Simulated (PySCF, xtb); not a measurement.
C2H2BF3, SMILES B(/C=C\F)(F)F. The values are those of a single conformer.

Harmonic wavenumbers (cm⁻¹) from GFN2-xTB in xtb at its own minimum, in rising order: 48, 125, 267, 299, 418, 567, 651, 785, 794, 910, 1035, 1204, 1242, 1307, 1344, 1659, 3051, 3103.

**Question.** What does PBE0-D3(BJ)/def2-SVP (PySCF) give at its own minimum? (The exact figures need the calculation; the answer reports its results.)

**Answer.** 63, 143, 305, 326, 468, 694, 707, 826, 836, 999, 1061, 1252, 1320, 1444, 1463, 1739, 3200, 3229. Paired by order, the mean absolute difference is 70 cm⁻¹ and the zero-point energies are 26.9 and 28.7 kcal/mol.
